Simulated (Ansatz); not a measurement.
C6H15InO3 (`CC[O][In]([O]CC)[O]CC`). The species carries charge 0 and has multiplicity 1. In takes the def2 core potential. Geometry: relaxed with PBE0-D4/def2-TZVP. It is one conformer, not always the lowest.

```xyz
25

C    -1.065   -1.856    2.114
C    -1.886   -0.585    2.105
O    -1.884    0.073    0.859
In   -0.196    0.497   -0.078
O     1.550    0.075    0.743
C     2.767    0.469    0.142
C     3.908   -0.214    0.859
O    -0.193    1.392   -1.838
C    -1.387    1.637   -2.544
C    -2.279    0.421   -2.660
H    -0.006   -1.641    1.932
H    -1.135   -2.359    3.083
H    -1.422   -2.547    1.346
H    -1.534    0.086    2.902
H    -2.934   -0.820    2.330
H     2.894    1.559    0.201
H     2.791    0.207   -0.925
H     3.907    0.054    1.918
H     3.813   -1.299    0.782
H     4.867    0.083    0.427
H    -1.949    2.463   -2.084
H    -1.093    1.974   -3.546
H    -1.744   -0.402   -3.142
H    -2.621    0.089   -1.672
H    -3.170    0.643   -3.254
```

Question: What is the dipole moment at r2SCAN/def2-TZVPP? (Estimate.)

Answer: The calculation gave: 0.38 D, with components (-0.24, -0.29, 0.02) D in this frame, pointing from negative to positive charge.

Question: And with PBE, B3LYP, ωB97M-V? (Estimate.)

Answer: The calculation gave: PBE 0.36 D, B3LYP 0.36 D, ωB97M-V 0.37 D.

Question: Give the Mulliken charges with r2SCAN, B3LYP, PBE in def2-TZVPP. (An estimate is asked.)

Answer: The calculation gave: 
```csv
atom,r2SCAN,B3LYP,PBE
C1,-0.15,-0.26,-0.26
C2,0.17,0.07,0.05
O3,-0.51,-0.51,-0.43
In4,0.94,1.00,0.82
O5,-0.51,-0.51,-0.43
C6,0.13,0.03,0.00
C7,-0.13,-0.24,-0.24
O8,-0.51,-0.50,-0.42
C9,0.18,0.07,0.05
C10,-0.15,-0.26,-0.26
H11,0.05,0.09,0.09
H12,0.03,0.07,0.07
H13,0.05,0.08,0.08
H14,0.02,0.06,0.06
H15,0.02,0.07,0.06
H16,0.03,0.07,0.07
H17,0.04,0.07,0.08
H18,0.04,0.08,0.08
H19,0.04,0.08,0.08
H20,0.03,0.07,0.07
H21,0.02,0.06,0.06
H22,0.02,0.06,0.06
H23,0.05,0.08,0.08
H24,0.05,0.08,0.09
H25,0.04,0.08,0.07
```

B3LYP here is the variant with VWN-RPA as its local correlation; programs differ in this.

All numbers were calculated with Ansatz.
